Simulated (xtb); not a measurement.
xtb input (GFN2-xTB):

```bash
xtb mol.xyz --gfn 2 --ohess tight --chrg 0 --uhf 0
```
mol.xyz:
```
5

Zr    -0.07328968     0.03136294    -0.01175596
F      1.79716608     0.05761426     0.45677922
H     -0.99628429     0.75518951     1.47348868
H     -0.50207038    -1.83297012    -0.31247649
H     -0.22843065     1.02339854    -1.62648304
```

Output:

```
           -------------------------------------------------
          |                Calculation Setup                |
           -------------------------------------------------

           -------------------------------------------------
          |                 G F N 2 - x T B                 |
           -------------------------------------------------

        Reference                      10.1021/acs.jctc.8b01176
      * Hamiltonian:
        H0-scaling (s, p, d)           1.850000    2.230000    2.230000
        zeta-weighting                 0.500000
      * Dispersion:
        s8                             2.700000
        a1                             0.520000
        a2                             5.000000
        s9                             5.000000
      * Repulsion:
        kExp                           1.500000    1.000000
        rExp                           1.000000
      * Coulomb:
        alpha                          2.000000
        third order                    shell-resolved
        anisotropic                    true
        a3                             3.000000
        a5                             4.000000
        cn-shift                       1.200000
        cn-exp                         4.000000
        max-rad                        5.000000

          ...................................................
          :                      SETUP                      :
          :.................................................:
          :  # basis functions                  17          :
          :  # atomic orbitals                  16          :
          :  # shells                            8          :
          :  # electrons                        14          :
          :  max. iterations                   250          :
          :  Hamiltonian                  GFN2-xTB          :
          :  restarted?                      false          :
          :  GBSA solvation                  false          :
          :  PC potential                    false          :
          :  electronic temp.          300.0000000     K    :
          :  accuracy                    1.0000000          :
          :  -> integral cutoff          0.2500000E+02      :
          :  -> integral neglect         0.1000000E-07      :
          :  -> SCF convergence          0.1000000E-05 Eh   :
          :  -> wf. convergence          0.1000000E-03 e    :
          :  Broyden damping             0.4000000          :
          :  net charge                          0          :
          :  unpaired electrons                  0          :
          ...................................................

 iter      E             dE          RMSdq      gap      omega  full diag
   1     -7.9377046 -0.793770E+01  0.805E+00    2.38       0.0  T
   2     -8.0017712 -0.640667E-01  0.121E+01    3.94       1.0  T
   3     -8.0002271  0.154411E-02  0.136E+01    3.99       1.0  T
   4     -8.0044574 -0.423026E-02  0.568E-01    3.28       1.0  T
   5     -8.0045553 -0.979405E-04  0.855E-01    3.46       1.0  T
   6     -8.0046363 -0.809580E-04  0.114E-01    3.40       1.0  T
[...]
                 x           y           z       tot (Debye)
 q only:       -0.787      -0.020      -0.200
   full:       -0.505      -0.013      -0.129       1.325
molecular quadrupole (traceless):
                xx          xy          yy          xz          yz          zz
 q only:       -1.099      -0.060       0.604      -0.424      -0.014       0.495
  q+dip:       -1.733      -0.080       0.952      -0.676      -0.020       0.781
   full:        0.531       0.009      -0.289       0.213       0.004      -0.243

           -------------------------------------------------
          |                Geometry Summary                 |
           -------------------------------------------------

      molecular mass/u    :      113.2458670
   center of mass at/Å    :        0.2067747       0.0122192       0.0483695
  moments of inertia/u·Å² :        0.9923052E+01   0.6419089E+02   0.6419446E+02
rotational constants/cm⁻¹ :        0.1698835E+01   0.2626172E+00   0.2626026E+00

 * 1 selected distances

     #   Z          #   Z                                           value/Å
     1  40 Zr       2   9 F                                       1.9090064 (max)

 * 1 distinct bonds (by element types)

   Z      Z             #   av. dist./Å        max./Å        min./Å
   9 F   40 Zr          1     1.9090064     1.9090064     1.9090064

           -------------------------------------------------
          |               Frequency Printout                |
           -------------------------------------------------
 projected vibrational frequencies (cm⁻¹)
eigval :       -0.00    -0.00    -0.00    -0.00     0.00     0.00
eigval :      412.26   412.35   444.87   554.71   611.13   611.25
eigval :     1208.38  1208.79  1280.42
 reduced masses (amu)
   1: 48.84   2: 46.41   3: 40.01   4: 62.16   5: 74.39   6: 12.86   7:  5.69   8:  5.69
   9: 31.68  10:  2.66  11:  2.09  12:  2.09  13:  1.98  14:  1.98  15:  1.19
 IR intensities (km·mol⁻¹)
   1:  0.89   2:  0.26   3:  0.98   4:  0.12   5:  0.02   6:  0.04   7:263.65   8:264.02
   9:104.59  10:731.42  11:473.25  12:473.10  13:263.51  14:263.48  15:  9.52
 Raman intensities (Ä⁴*amu⁻¹)
   1:  0.00   2:  0.00   3:  0.00   4:  0.00   5:  0.00   6:  0.00   7:  0.00   8:  0.00
   9:  0.00  10:  0.00  11:  0.00  12:  0.00  13:  0.00  14:  0.00  15:  0.00
 output can be read by thermo (or use thermo option).
 writing <g98.out> molden fake output.
 recommended (thermochemical) frequency scaling factor: 1.0
           -------------------------------------------------
          |             Thermodynamic Functions             |
           -------------------------------------------------

c3v symmetry found (for desy threshold:  0.10E+00) used in thermo

          ...................................................
          :                      SETUP                      :
          :.................................................:
          :  # frequencies                           9      :
          :  # imaginary freq.                       0      :
          :  linear?                             false      :
          :  only rotor calc.                    false      :
          :  symmetry                              c3v      :
          :  rotational number                       3      :
          :  scaling factor                  1.0000000      :
Note: The following floating-point exceptions are signalling: IEEE_DENORMAL
normal termination of xtb
          :  rotor cutoff                   50.0000000 cm⁻¹ :
          :  imag. cutoff                  -20.0000000 cm⁻¹ :
          :.................................................:

    mode    ω/cm⁻¹     T·S(HO)/kcal·mol⁻¹    T·S(FR)/kcal·mol⁻¹   T·S(vib)
   ------------------------------------------------------------------------
   ------------------------------------------------------------------------

   temp. (K)  partition function   enthalpy   heat capacity  entropy
                                   cal/mol     cal/K/mol   cal/K/mol   J/K/mol
 298.15  VIB   1.83                  880.008      7.961      4.155
         ROT  0.515E+04              888.752      2.981     19.965
         INT  0.943E+04             1768.761     10.942     24.120
         TR   0.117E+28             1481.254      4.968     40.071
         TOT                        3250.0145    15.9105    64.1903   268.5723

       T/K    H(0)-H(T)+PV         H(T)/Eh          T*S/Eh         G(T)/Eh
   ------------------------------------------------------------------------
    298.15    0.517923E-02    0.205435E-01    0.304989E-01   -0.995535E-02
   ------------------------------------------------------------------------

         :::::::::::::::::::::::::::::::::::::::::::::::::::::
         ::                  THERMODYNAMIC                  ::
         :::::::::::::::::::::::::::::::::::::::::::::::::::::
         :: total free energy          -8.004234671075 Eh   ::
         ::.................................................::
         :: total energy               -7.994279319577 Eh   ::
         :: zero point energy           0.015364308380 Eh   ::
         :: G(RRHO) w/o ZPVE           -0.025319659879 Eh   ::
         :: G(RRHO) contrib.           -0.009955351498 Eh   ::
         :::::::::::::::::::::::::::::::::::::::::::::::::::::

optimized geometry written to: xtbopt.xyz

           -------------------------------------------------
          | TOTAL ENERGY               -7.994279319577 Eh   |
          | TOTAL ENTHALPY             -7.973735783417 Eh   |
          | TOTAL FREE ENERGY          -8.004234671075 Eh   |
          | GRADIENT NORM               0.000053350303 Eh/α |
          | HOMO-LUMO GAP               3.497781477301 eV   |
           -------------------------------------------------

------------------------------------------------------------------------
------------------------------------------------------------------------
 total:
 SCF:
 ANC optimizer:
 analytical hessian:
```
